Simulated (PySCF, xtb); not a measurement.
Sn(H)3(NHMe) (CH7NSn), SMILES C[NH][SnH3].

GFN2-xTB (xtb) at its own geometry gives an orbital gap of 5.32 eV and a dipole moment of 1.21 D.

Coordinates come from a PBE-D3(BJ)/def2-SVP optimisation. The def2 effective core potentials stand for the cores of Sn; spin–orbit coupling is left out.

### Question
What does ωB97X/def2-TZVPD in PySCF give? (Estimate from the structure and the level; the computed values follow.)

### Answer
gap 10.38 eV (levels -8.92 and 1.45 eV), dipole 0.86 D.
